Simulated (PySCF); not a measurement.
Molecule: SMILES Bc1ccccc1[CH2+], [C₇H₈B]+.

Bonds (- single, = double, # triple, : aromatic): B1-C2, C2:C3, C3:C4, C4:C5, C5:C6, C6:C7, C7-C8, C7:C2. B1 carries H9, H10; C3 carries H11; C4 carries H12; C5 carries H13; C6 carries H14; C8 carries H15, H16. Formal charges: C8 +1.

Total charge +1.

Frames of a GFN2-xTB Langevin trajectory at 400 K; GIAO PBE0/pcSseg-1 shieldings in PySCF 2.14.0 with density-fitted response routines, gas phase, non-relativistic; equivalent atoms averaged within each frame.

Shifts are taken against calculated references (same method and geometry level): BF3·OEt2 for $^{11}$B (100.07 ppm); $^{13}$C (186.93 ppm), $^{1}$H (31.72 ppm) vs TMS. The references are static minima.

**Question.** How do the shifts (ppm) fluctuate along the trajectory?

**Answer.** 
```
         time (fs)    B1     C2     C8     C4     C6     C5     C7     C3  H9/H10   H13
               250  92.7  202.8  200.6  177.4  155.5  150.5  145.3  137.0    9.75  9.33
               425  89.8  211.2  214.6  174.6  153.5  141.1  149.2  137.0    8.98  8.56
               625  84.9  184.0  229.0  180.2  169.2  144.5  155.3  150.7    8.59  9.11
               800  86.5  183.5  220.8  184.9  160.3  150.1  150.6  153.8    8.97  9.44
              1000  88.7  198.0  222.4  176.7  149.9  150.4  154.5  143.4    9.42  9.19
    mean of frames  88.5  195.9  217.5  178.8  157.7  147.3  151.0  144.4    9.14  9.13
standard deviation   3.0   12.1   10.7    4.0    7.5    4.3    4.1    7.7    0.45  0.34
```

5 frames give an uncertainty of the mean of about the standard deviation over 2.2 at best, since frames this close in time may not be independent; classical motion lacks zero-point vibration, and the reference would need the same averaging.
